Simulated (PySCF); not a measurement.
C₂H₈FNSi, SMILES [SiH2]([C@@H](C)N)F.

The structure is a stationary point at TPSSh-D3(BJ)/def2-SVP. The structure was generated by enumeration; whether it is a known compound was not checked. One conformer was computed; it need not be the lowest.

All values below come from TDDFT-B3LYP/def2-SVPD run with PySCF.

Vertical excitations. 

| state | energy (eV) | λ (nm) | f | main pairs |
|---|---|---|---|---|
| S1 | 5.91 | 210 | 0.008 | HOMO→LUMO 96 % |
| S2 | 6.13 | 202 | 0.013 | HOMO→LUMO+1 93 % |
| S3 | 7.08 | 175 | 0.016 | HOMO→LUMO+3 95 % |
| S4 | 7.23 | 171 | 0.033 | HOMO→LUMO+2 95 % |
| S5 | 7.46 | 166 | 0.003 | HOMO−1→LUMO 95 % |
| S6 | 7.67 | 162 | 0.001 | HOMO→LUMO+4 79 %, HOMO→LUMO+6 14 % |
| S7 | 7.79 | 159 | 0.068 | HOMO→LUMO+5 89 % |
| S8 | 7.91 | 157 | 0.009 | HOMO−1→LUMO+1 73 %, HOMO→LUMO+6 15 % |
| S9 | 7.93 | 156 | 0.008 | HOMO→LUMO+6 66 %, HOMO−1→LUMO+1 22 % |
| S10 | 8.02 | 155 | 0.003 | HOMO−2→LUMO 98 % |
| T1 | 5.73 | 216 | 0 | HOMO→LUMO 70 %, HOMO→LUMO+1 26 % |
| T2 | 5.92 | 209 | 0 | HOMO→LUMO+1 66 %, HOMO→LUMO 28 % |
| T3 | 6.86 | 181 | 0 | HOMO→LUMO+3 89 % |
| T4 | 7.09 | 175 | 0 | HOMO→LUMO+2 79 % |
Triplets are in the Tamm–Dancoff approximation, which puts them higher than full response would, so one can lie above its singlet here.
